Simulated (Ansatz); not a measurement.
Consider the formal exchange of groups at the Si–O bond: `CO[Si](N)(O)O` + `[NH2][GeH3]` → `[NH2][GeH2][Si](N)(O)O` + CH₃OH.

Isolated molecules relaxed with PBE0-D4/def2-TZVP in Ansatz; ΔE leaves out vibrations. CCSD(T)/CBS is the MP2 limit (def2-TZVPP, def2-QZVPP) plus CCSD(T) − MP2 in def2-TZVPP, frozen cores. This one scheme is used for every species. Functionals use def2-TZVPP. For Ge outer-core shells are correlated without core-valence functions, which leaves a few kJ/mol of doubt a bond. Scalar relativity is left out up to krypton. One conformer a species, not always the lowest.

```json
{"level": "PBE-D4", "ΔE (eV)": "0.98"}
{"level": "MP2/def2-TZVPP", "ΔE (eV)": "1.27"}
```

Question: What does CCSD(T)/CBS give? (Best estimate.)

Answer: Computed: +1.22 eV. The listed levels differ from it by -0.24, 0.05 eV.

Largest T1 diagnostic among the species: 0.012.

From PBE to PBE0 (25 % exact exchange), in def2-TZVPP and without D4, ΔE moves by +0.11 eV. In def2-TZVPP, CCSD(T) changes the Hartree–Fock value by −0.27 eV (the triples alone add −0.04 eV) and MP2 by −0.25 eV.
